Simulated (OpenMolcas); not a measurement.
## Cr4+ in a point-charge field

Cr4+ among 8 point charges of -1.6 e arranged as a cube (Oh), 1.69 Å from the ion.

```
Program             : OpenMolcas 26.06
Method              : CASSCF
Basis               : ANO-RCC-VDZP [5s4p2d1f]
Scalar Hamiltonian  : DKH2, point nucleus
Active space        : 2 electrons in 5 orbitals (3d)
State averaging     : 2S+1 = 3 even, 10 roots; 2S+1 = 1 even, 15 roots
Spin-orbit coupling : state interaction with AMFI integrals over the reference wave functions
```

The lowest spin-free states (labels of O, the rotations of Oh), above the lowest:

| State | Degeneracy | E (cm-1) | Free-ion L (%) |
| --- | --- | --- | --- |
| 3A2 | 1 | 0.0 | F (100) |
| 3T2 | 3 | 5307 | F (100) |
| 3T1 | 3 | 9310 | F (98) |
| 1E | 2 | 17822 | D (84) |
| 1T2 | 3 | 22748 | D (93) |
| 3T1 | 3 | 25685 | P (98) |
| 1A1 | 1 | 27727 | G (98) |
| 1T1 | 3 | 29778 | G (100) |
| 1E | 2 | 33213 | G (84) |
| 1T2 | 3 | 33966 | G (93) |
| 1A1 | 1 | 67922 | S (98) |

The lowest levels with spin-orbit coupling:

```tsv
E (cm-1)	Degeneracy	Label	2S+1
0.0	3	T2	3
5182	1	A2	3
5276	3	T2	3
5341	2	E	3
5414	3	T1	3
9136	3	T2	3
9179	2	E	3
9624	3	T1	3
9841	1	A1	3
17875	2	E	1
22728	3	T2	1
25397	1	A1	3
25573	3	T1	3
25909	2	E	3
25971	3	T2	3
27784	1	A1	1
29831	3	T1	1
33270	2	E	1
34020	3	T2	1
67985	1	A1	1
```

Powder χT (cm3 K/mol): 0.759 at 2 K, 0.762 at 10 K, 0.777 at 50 K, 0.797 at 100 K, 0.835 at 200 K, 0.874 at 300 K. The effective moment at 300 K is 2.828 √(χT) = 2.64 μB.

The lowest level has 2S+1 = 3, for which the spin-only value is χT = S(S+1) / 2 = 1.000 cm3 K/mol (g = 2). The computed 0.874 at 300 K differs by -0.126, through orbital momentum, spin-orbit coupling and any other state in reach.

Without dynamic correlation the repulsion within the d shell is too large (B by tens of per cent), so at a given field states of lower spin stand too high. This is an electrostatic model: the charges have no orbitals. No measured value stands beside these numbers.
